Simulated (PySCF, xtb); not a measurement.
trifluoro(fluorosilyl)silane (F₄H₂Si₂), SMILES F[Si](F)(F)[SiH2]F. Other conformers were not sampled.

Harmonic wavenumbers (cm⁻¹) from xtb with GFN2-xTB at its own minimum, in rising order: 16, 104, 115, 173, 224, 235, 271, 462, 491, 584, 710, 772, 823, 872, 899, 899, 2302, 2312.

**Question.** What does ωB97X-D3(BJ)/def2-SVP (PySCF) give at its own minimum? (An estimate is asked for; the answer gives what the named calculation found.)

**Answer.** 42, 93, 132, 206, 294, 295, 326, 513, 534, 742, 839, 869, 945, 958, 979, 983, 2290, 2297. Paired by order, the mean absolute difference is 64 cm⁻¹ and the zero-point energies are 17.5 and 19.1 kcal/mol.
